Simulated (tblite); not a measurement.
C₆H₁₁FSi₂.
Structure used (GFN2-xTB), in Å, numbered top down from 1:
```xyz
20
C6H11FSi2 angstrom
C      4.3208   -0.6853    0.1812
C      3.3744   -0.1696   -0.3535
Si     1.8952    0.6345   -1.1221
Si     0.2534    1.5655    0.2503
C     -0.7181    0.1126   -0.5785
C     -1.5886   -0.7657    0.3119
C     -2.7617    0.0047    0.9020
C      0.4372   -0.6562   -1.2558
F      0.0999   -1.0310   -2.5510
H      5.1519   -1.1420    0.6381
H      2.3135    1.1355   -2.4355
H     -0.3529    2.8802    0.0109
H      0.3847    1.4007    1.7030
H     -1.3486    0.5107   -1.3813
H     -0.9767   -1.1721    1.1228
H     -1.9682   -1.6115   -0.2696
H     -2.4031    0.8404    1.5006
H     -3.3647   -0.6416    1.5360
H     -3.3966    0.3982    0.1108
H      0.6431   -1.5973   -0.7329
```

Computed values, GFN2-xTB/tblite, gas phase, harmonic and unscaled. Errors from tens to a few hundred cm⁻¹ against measured bands are possible. Modes of hydrogen on silicon can be 10 to 20 % off. One conformer, not necessarily the lowest.

Harmonic wavenumbers (cm⁻¹): 26.2, 69.0, 90.1, 98.7, 163.5, 207.1, 228.0, 249.6, 255.0, 275.6, 322.3, 347.9, 402.0, 420.6, 463.4, 501.2, 517.6, 606.2, 624.0, 655.7, 676.8, 681.8, 699.5, 709.5, 790.7, 842.8, 943.4, 995.7, 1023.3, 1048.4, 1093.3, 1112.5, 1188.1, 1201.8, 1245.9, 1286.6, 1309.9, 1348.3, 1414.1, 1500.0, 1502.2, 1505.7, 2193.6, 2195.4, 2208.3, 2213.5, 2906.7, 2926.9, 2942.7, 2960.4, 3018.5, 3028.0, 3033.2, 3349.9.

A = 1683, B = 709.3, C = 615.0 MHz; mass 158.038 u (most abundant isotopes); point group C1, symmetry number 1.

Problem. What is the zero-point energy?

Solution. ½Σν̃ = 31811 cm⁻¹ = 380.54 kJ/mol.

Problem. Entropy at 298.15 K, 1 bar (ideal gas, RRHO, classical rotation)?

Solution. Translation 172.00, rotation 127.45, vibration 162.52: S = 462.0 J/(mol K).

Problem. And Cp and H(298.15 K) − H(0)?

Solution. Cp = 198.41 J/(mol K), of which vibrations give 165.15 (their classical limit is 54 R = 449.0); H(298.15 K) − H(0) = 35.30 kJ/mol without the zero-point energy, 25.38 from vibrations.

Problem. What must be added to the electronic energy to get the Gibbs energy at 298.15 K and 1 bar?

Solution. ZPE + [H(298.15 K) − H(0)] − T·S = 380.54 + 35.30 − 137.73 = 278.11 kJ/mol.

Problem. Which modes carry the vibrational entropy at 298.15 K?

Solution. 26.2 cm⁻¹: 25.51; 69.0 cm⁻¹: 17.50; 90.1 cm⁻¹: 15.30; 98.7 cm⁻¹: 14.56; 163.5 cm⁻¹: 10.50; 207.1 cm⁻¹: 8.66 J/(mol K); the other 48 give 70.49 together.

Hindered rotation and anharmonicity are outside this model. Other conformers, if any are populated, would add a mixing term that is left out. The structure is chiral; the term R ln 2 for an equal mix with its mirror image is left out.
